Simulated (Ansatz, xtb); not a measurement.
**Isomers of C3H3BrN2S in order of energy**

5 gas-phase structures of C3H3BrN2S, from a drawn sample of its isomers (lower ones may exist). Each was relaxed with GFN2-xTB:

A. `Sc1cn[nH]c1Br`, a singlet
B. `Sn1ccc(Br)n1`, a singlet
C. `Sn1cc(Br)cn1`, a singlet
D. `Sn1nccc1Br`, a singlet
E. `Sc1c[nH]nc1Br`, a singlet

Problem. Make a reasoned guess at their ranking by r2SCAN-D4/def2-SVP single-point energy.

Solution. Calculated order at r2SCAN-D4/def2-SVP: E (0.0), A (1.5), B (71.3), D (72.7), C (75.1) kJ/mol. Less than 1 kcal/mol parts E and A; B and D; D and C, so the order within those pairs means little. CCSD(T)/def2-SVP + ΔMP2/def2-TZVPP after further relaxation puts A lowest instead.

Energies above the lowest of each column, in kJ/mol; the last columns are at B3LYP/def2-SVP geometries:

```csv
structure,GFN2-xTB,HF/STO-3G,r2SCAN-D4/def2-SVP,B3LYP/def2-SVP,CCSD(T)/def2-SVP + ΔMP2/def2-TZVPP
E,1.2,0.0,0.0,2.6,4.8
A,0.0,2.8,1.5,0.0,0.0
B,15.5,25.6,71.3,51.3,51.8
D,20.2,31.2,72.7,60.4,58.7
C,18.0,31.1,75.1,55.3,55.6
```

CCSD(T)/def2-SVP + ΔMP2/def2-TZVPP puts A lowest; HF/STO-3G picks E, r2SCAN-D4/def2-SVP picks E. CCSD(T)/def2-SVP + ΔMP2/def2-TZVPP orders those it was run on as A (0.0), E (4.8), B (51.8), C (55.6), D (58.7) kJ/mol. Less than 1 kcal/mol parts B and C; C and D, so the order within those pairs means little. Flexible structures stand in one conformer each, not always the lowest. ΔMP2 is the change of the MP2 energy from the smaller to the larger basis.

Over these structures GFN2-xTB departs from r2SCAN-D4/def2-SVP by 26.4 kJ/mol on average once a common shift is removed. A GFN2-xTB relaxation took about 0.062 s and the r2SCAN-D4/def2-SVP energy about 3.9 s on a shared host (Ansatz 0.2.0, xtb 6.7.1).
